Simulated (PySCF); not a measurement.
```xyz
3
charge 1 multiplicity 2, angstrom
Sn    0.0000    0.0000    0.0000
F     0.0000    0.0000    1.9159
F     0.0000    0.0000   -1.9159
```

These are results of UPBE0 in PySCF with Sn def2-TZVP with ECP28, F def2-TZVP; scalar-relativistic core potentials, no spin–orbit coupling; density-fitted integrals, not measurements.

This geometry of SnF₂⁺ is a stationary point at this level.

(1) What is the point group?

(2) Is it a minimum?

(3) List the harmonic modes with their infrared intensities.

(4) Give the atomic charges and bond orders.

## Answers

(1) D∞h.

(2) No: it has 2 imaginary modes (one degenerate set), at 139i cm⁻¹ (πu).

(3) 
| symmetry | ω (cm⁻¹) | IR (km/mol, summed over degenerate members) |
| --- | --- | --- |
| πu | 139i | – |
| σg+ | 555 | 0.0 |
| σu+ | 564 | 34.8 |

(4) 
| atom | Mulliken | Löwdin | polar tensor | spin (Mulliken) | Mayer order to Sn1 |
| --- | --- | --- | --- | --- | --- |
| Sn1 | 1.50 | 1.25 | 1.38 | 0.44 | – |
| F2,3 | -0.25 | -0.13 | -0.19 | 0.28 | 1.01 |

This need not be the most stable arrangement of these atoms. At this level a doublet minimum of C2v symmetry lies 41 kJ/mol below this structure. With an element this heavy the missing spin–orbit coupling can shift these numbers.
